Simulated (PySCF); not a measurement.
Isomers of C6H6O3S, one GFN2-xTB conformer each. Single-point energies are computed at PBE0/pcSseg-1 (PySCF, gas phase, no added dispersion term), electronic only.

```json
{"SMILES": "O=S(=O)(O)C=C1C=CC=C1", "GFN2-xTB relative energy (kcal/mol)": "36.0"}
{"SMILES": "O=S(=O)(O)c1ccccc1", "GFN2-xTB relative energy (kcal/mol)": "0.0"}
{"SMILES": "O=S(=O)(O)[C@@]12C=C[C@H]3[C@@H]1[C@H]32", "GFN2-xTB relative energy (kcal/mol)": "53.1"}
```

Conformers: `[O:1]=[S:2](=[O:3])([OH:4])[CH:5]=[C:6]1[CH:7]=[CH:8][CH:9]=[CH:10]1` with O1–S2–O4–H 133°, O1–S2–C5–C6 50°; `[O:1]=[S:2](=[O:3])([OH:4])[c:5]1[cH:6][cH:7][cH:8][cH:9][cH:10]1` with O1–S2–O4–H -4°, O1–S2–C5–C6 164°; `[O:1]=[S:2](=[O:3])([OH:4])[C@@:5]12[CH:6]=[CH:7][C@H:8]3[C@@H:9]1[C@@H:10]23` with O1–S2–O4–H -4°, O1–S2–C5–C6 33°.

Question: What does PBE0/pcSseg-1 give for the same structures?

Answer: 
| SMILES | PBE0/pcSseg-1 E (Eh) | PBE0/pcSseg-1 (kcal/mol) | GFN2-xTB (kcal/mol) | point group |
| --- | --- | --- | --- | --- |
| O=S(=O)(O)c1ccccc1 | -855.33315 | 0.0 | 0.0 | – |
| O=S(=O)(O)C=C1C=CC=C1 | -855.26670 | 41.7 | 36.0 | C1 |
| O=S(=O)(O)[C@@]12C=C[C@H]3[C@@H]1[C@H]32 | -855.22010 | 70.9 | 53.1 | C1 |

Both levels put the same isomer lowest; measured from each level's own lowest isomer, the values differ by up to 17.8 kcal/mol (O=S(=O)(O)[C@@]12C=C[C@H]3[C@@H]1[C@H]32: 53.1 against 70.9). As drawn, the lowest has an aromatic ring, which the highest lacks; the highest has a three-membered ring and a C=C bond outside aromatic rings, which the lowest lacks.

Question: Which frontier levels, dipoles and rotational constants go with these structures?

Answer: 
```json
{"SMILES": "O=S(=O)(O)c1ccccc1", "HOMO (eV, PBE0/pcSseg-1)": "-8.14", "LUMO (eV)": "-1.38", "dipole (D)": "4.37", "A, B, C (MHz)": "2672, 841.2, 737.0"}
{"SMILES": "O=S(=O)(O)C=C1C=CC=C1", "HOMO (eV, PBE0/pcSseg-1)": "-7.01", "LUMO (eV)": "-2.96", "dipole (D)": "3.91", "A, B, C (MHz)": "3109, 731.9, 676.2"}
{"SMILES": "O=S(=O)(O)[C@@]12C=C[C@H]3[C@@H]1[C@H]32", "HOMO (eV, PBE0/pcSseg-1)": "-7.09", "LUMO (eV)": "-0.47", "dipole (D)": "3.70", "A, B, C (MHz)": "2618, 1001, 898.6"}
```
